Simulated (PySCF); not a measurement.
# Electron correlation in Pb+ (lead, charge +1)

[Xe] 4f14 5d10 6s2 6p1, 2P determinant. All numbers are calculated (PySCF 2.14, scalar relativity through the core potential, in aug-cc-pwCVDZ-PP with ECP60MDF (6s5p4d1f, 48 functions)). Frozen: 5s2 5p6 5d10; 3 electrons correlated.

```
  level  correlation energy (mhartree)
   CCSD                         -34.43
    (T)                          -0.30
CCSD(T)                         -34.73
  CCSDT                         -34.83
```

Diagnostics: T1 = 0.0070, D1 = 0.0170, largest double amplitude 0.072.

**Question.** Is a single reference adequate?

**Answer.** Mostly. T1 lies below 0.03, but a double amplitude of this size points to a near-degeneracy that CCSD handles and MP2 describes poorly.
